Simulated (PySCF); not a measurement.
# SMILES C[Se]c1ccc(C#N)[se]1, C₆H₅NSe₂

Geometry:
```
atom   x (Å)   y (Å)   z (Å)
  C1  -3.018   0.198   0.122
 Se2  -1.772   0.876   1.462
  C3  -0.141   0.288   0.710
  C4   0.054  -0.409  -0.453
  C5   1.396  -0.702  -0.745
  C6   2.308  -0.248   0.173
  C7   3.692  -0.411   0.109
  N8   4.831  -0.552   0.046
 Se9   1.468   0.660   1.597
 H10  -2.811   0.660  -0.839
 H11  -4.013   0.477   0.461
 H12  -2.939  -0.885   0.063
 H13  -0.751  -0.715  -1.100
 H14   1.695  -1.243  -1.628
```

Method: quadratic response CAM-B3LYP/def2-SVPD first hyperpolarisability, Taylor convention, gas phase (PySCF). Geometry: GFN2-xTB.

The calculation is non-relativistic, which matters for the atoms heavier than Zn.

Question: What is the first hyperpolarisability, and how does it disperse?

Answer: In 10⁻³⁰ esu, Taylor convention; the vector part is βᵢ = ⅓ Σⱼ (βᵢⱼⱼ + βⱼᵢⱼ + βⱼⱼᵢ); β∥ is 3/5 of the vector part along the dipole, the dipole points from − to +:
```
                   process  λ (nm)  β vector norm     β∥  β HRS  depolarisation ratio
           static β(0;0,0)       ∞           6.75   4.05   3.20                  3.50
second harmonic β(−2ω;ω,ω)    1064          11.92   7.07   5.43                  3.93
         Pockels β(−ω;ω,0)    1064           8.00   4.78      –                     –
second harmonic β(−2ω;ω,ω)     800          22.09  12.90   9.75                  4.37
         Pockels β(−ω;ω,0)     800           9.22   5.50      –                     –
```

Question: Which lowest excitations, dipole and polarisabilities go with it?

Answer: S1 4.10 eV (f = 0.326); S2 4.29 eV (f = 0.000); S3 4.99 eV (f = 0.003); dipole 6.11 D; isotropic α 133.8 au static, 136.4 au at 1064 nm, 138.6 au at 800 nm, 146.3 au at 532 nm, 163.8 au at 400 nm.
